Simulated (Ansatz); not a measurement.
Spin states of H4O4Re (SMILES [OH][Re]([OH])([OH])[OH]), each relaxed at B3LYP-D3(BJ)/def2-TZVP; lowest solutions found, singlets restricted, no spin–orbit coupling, no relativity up to Kr.
Multiplicity 2 (charge 0, multiplicity 2):
```xyz
9

Re     0.175    -0.038     0.090
O      1.532     1.253     0.307
H      1.380     2.101    -0.133
O      1.239    -1.564     0.148
H      1.186    -2.363    -0.385
O     -1.537    -0.807     0.398
H     -1.735    -1.254     1.229
O     -0.729     1.386    -0.795
H     -1.616     1.151    -1.097
```
Multiplicity 4 (charge 0, multiplicity 4):
```xyz
9

Re     0.31920     0.04951    -0.02817
O      1.61348     1.14722    -0.87721
H      1.49986     2.10773    -0.83464
O      1.01625    -1.35740     1.04240
H      0.61789    -2.23609     1.08935
O     -1.33676    -0.95739    -0.31185
H     -1.28170    -1.90173    -0.49296
O     -0.80641     1.61752     0.07339
H     -1.74694     1.39684     0.10066
```

Programs: Ansatz (Gaussian orbitals). Values without a source in brackets are computed. In def2 rows elements past Kr take small-core potentials, without spin–orbit coupling.

The energy of multiplicity 4 less that of multiplicity 2 (kcal/mol) and the share of exact exchange:

```json
[
 {"functional": "PBE/def2-TZVPP", "exact exchange (%)": "0", "value": "8.59"},
 {"functional": "PBE0/def2-TZVPP", "exact exchange (%)": "25", "value": "4.18"},
 {"functional": "BLYP/def2-TZVPP", "exact exchange (%)": "0", "value": "10.54"},
 {"functional": "B3LYP/def2-TZVPP", "exact exchange (%)": "20", "value": "7.71"},
 {"functional": "BHLYP/def2-TZVPP", "exact exchange (%)": "50", "value": "2.69"},
 {"functional": "r2SCAN/def2-TZVPP", "exact exchange (%)": "0", "value": "3.92"},
 {"functional": "r2SCANh/def2-TZVPP", "exact exchange (%)": "10", "value": "2.49"}
]
```

Q: Take the value as linear in the share of exact exchange along PBE and PBE0. Give the slope, say whether the sign turns, and set the other functionals against that line.

A: 
Slope: (4.18 − (8.59))/2.5 = -1.76 kcal/mol for each 10 %. The line crosses zero at 49 %, where the sign would turn. At 50 % it gives -0.2 kcal/mol. The LYP pair gives (2.69 − (10.54))/5 = -1.57 for each 10 %. BHLYP, at 50 %, lies 2.9 from the PBE line. B3LYP, at 20 %, lies 2.7 from the PBE line. r2SCAN, with none, stands -4.7 from PBE. The r2SCAN pair gives -1.43 for 10 %.

Ansatz is an electronic-structure program.
